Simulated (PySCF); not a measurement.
# Si¹¹⁺: ionisation energy

Si¹¹⁺ [He] 2s1 (2S) → Si¹²⁺ 1s2 (1S), as a difference of total energies. Calculation: PySCF 2.14, in an even-tempered Gaussian basis (19 s from 1.3 bohr⁻², ratio 2.2; 9 p from 2.1 bohr⁻², ratio 2.4; 6 d from 6.4 bohr⁻², ratio 2.4; 5 f from 9.6 bohr⁻², ratio 2.4; 5 g from 14 bohr⁻², ratio 2.4); scalar relativity by spin-free X2C-1e. Correlated levels: nothing frozen; virtual orbitals above 40 to 60 times the deepest correlated orbital energy dropped. The calculations carry no spin-orbit coupling.

Task: Order these methods by the ionisation energy they give, lowest first.
A. PBE0
B. M06-2X
C. SCS-MP2 (all electrons)
D. r2SCANh

Result: D (523.02 eV), C (523.50 eV), A (524.36 eV), B (524.72 eV).

For comparison: 523.41 eV (theoretical estimate listed by NIST; NIST Atomic Spectra Database, ionization energies).
